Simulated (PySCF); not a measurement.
Assigning NMR signals

Bonds (- single, = double, # triple, : aromatic): C1-C2, C2=O3, C2-N4, N4-Si5, Si5-O6, O6-Si7, Si7-O8, O8-Si9. C1 carries H10, H11, H12; N4 carries H13; Si5 carries H14, H15; Si7 carries H16, H17; Si9 carries H18, H19, H20.

Computed data (PySCF 2.14): geometry: PBE0-D3(BJ)/def2-SVP, GIAO HF/pcSseg-1 shieldings. Fast rotation and ring inversion assumed for equivalent nuclei, gas phase, one conformer, non-relativistic.

δ = σ(ref) − σ, references computed at the same level: $^{13}$C (σref 190.85) and $^{1}$H (σref 31.69) vs TMS.

Question: Assign these signals to the numbered atoms. $^{13}$C{$^{1}$H} NMR (computed): δ 185.9 (C), 23.2 (CH3).

Answer: 
| δ (ppm) | atoms | environment | reason |
| --- | --- | --- | --- |
| 185.9 | C2 | amide carbonyl carbon | it is a carbonyl in resonance with an O or N lone pair, the region of acids, esters and amides |
| 23.2 | C1 | methyl carbon α to a carbonyl | α to the electron-withdrawing carbonyl group |

Question: Assign these signals to the numbered atoms. $^{1}$H NMR (600 MHz, computed): δ 4.78 (s, 2H), 4.54 (s, 3H), 4.29 (s, 2H), 4.27 (br s, 1H), 2.03 (s, 3H).

Answer: 
4.78 → H14/H15, hydrogen on a silicon bonded to N, O
4.54 → H18/H19/H20, hydrogen on a silicon bonded to O
4.29 → H16/H17, hydrogen on a silicon bonded to 2 O
4.27 → H13, hydrogen on an amide-type nitrogen: exchangeable, gas-phase position
2.03 → H10/H11/H12, hydrogen on a methyl carbon α to a carbonyl: α to C=O

H16/H17 and H13 lie closer than the usual error of such a calculation, so a measured spectrum could show them in the other order.

OH/NH shifts are gas-phase values; hydrogen bonding in solution moves them, usually downfield. Shifts are as computed. Against solution values, carbons near 30 ppm lie about -0 ppm off and those near 130 ppm about +7 ppm. Of 1211 compounds with measured shifts, 218 miss one by over three times the rms of a fit or turn the order of signals round; such compounds aren't used in these exercises. The C=O carbon of an acid or of an amide with N–H lies up to 10 ppm further downfield in solution, through hydrogen bonding that the calculation lacks. Multiplicities follow the n + 1 count of equivalent neighbours, as no J values were calculated; m marks all less simple cases, F and P coupling included.
